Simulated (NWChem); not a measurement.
System: BeHOBr; SMILES [OH][Be][Br]

```xyz
4

Be     0.0477     1.2081     0.0000
Br    -0.0839    -0.7586     0.0000
O      0.1980     2.6072     0.0000
H     -0.4333     3.3186     0.0000
```
Atoms are numbered in this order, from 1.

Level: PBE0-D3(BJ)/def2-TZVP (NWChem), optimised geometry, unscaled harmonic frequencies. This build's default masses of Se (78.918 u) and Br (79.917 u) are each other's, which moves their modes by up to 0.6 %.

### Question
List the harmonic frequencies with IR intensities, and the thermochemistry.

### Answer
| frequency (cm⁻¹) | IR intensity (km/mol) |
|---|---|
| 257 | 32.1 |
| 276 | 45.2 |
| 430 | 3.4 |
| 503 | 246.1 |
| 1384 | 398.9 |
| 4030 | 169.2 |

- zero-point energy: 9.8 kcal/mol
- thermal correction to the enthalpy at 298.15 K (with zero-point energy): 13.1 kcal/mol
- heat capacity Cv: 12.2 cal/(mol K)
- entropy at 298.15 K and 1 atm (symmetry number 1): 65.7 cal/(mol K)
- dipole moment: 1.96 D

Rigid rotor and harmonic oscillator.
